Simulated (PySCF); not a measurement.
**Gas-phase thermal properties of Si3O3**

Method: PySCF energies (xtb for GFN2) plus ideal-gas RRHO corrections (1 bar). 6-31G* has spherical d functions here. All species are closed-shell singlets. B3LYP is the form with VWN-RPA correlation. Si3O3: computed as isolated molecules; such fragments, hydroxides, amides, oligomers or adducts are transient or little studied in the gas. The harmonic model lacks anharmonicity and excited electronic states, which grow with temperature; levels with a mode under 35 cm⁻¹ are left out. Soft modes under 120 cm⁻¹ make the harmonic entropy rough for Si3O3.

| level | point group | σ | ZPE (kJ/mol) | S°298 (J/mol/K) | Cp298 (J/mol/K) | S°1000 (J/mol/K) | H1000 − H298 (kJ/mol) |
|---|---|---|---|---|---|---|---|
| B3LYP/6-31G* | D3h | 6 | 36.1 | 330.3 | 95.7 | 469.8 | 83.0 |
| GFN2-xTB | D3h | 6 | 35.7 | 331.1 | 96.1 | 470.8 | 83.1 |
| HF/6-31G* | D3h | 6 | 39.9 | 321.8 | 91.2 | 457.9 | 81.4 |
| PBE/def2-SVP | D3h | 6 | 34.5 | 334.9 | 97.5 | 475.7 | 83.7 |
| PBE0/def2-TZVP | D3h | 6 | 36.9 | 330.4 | 94.6 | 469.0 | 82.6 |
σ: rotational symmetry number. Electronic degeneracy used: 1. Frequencies are unscaled.
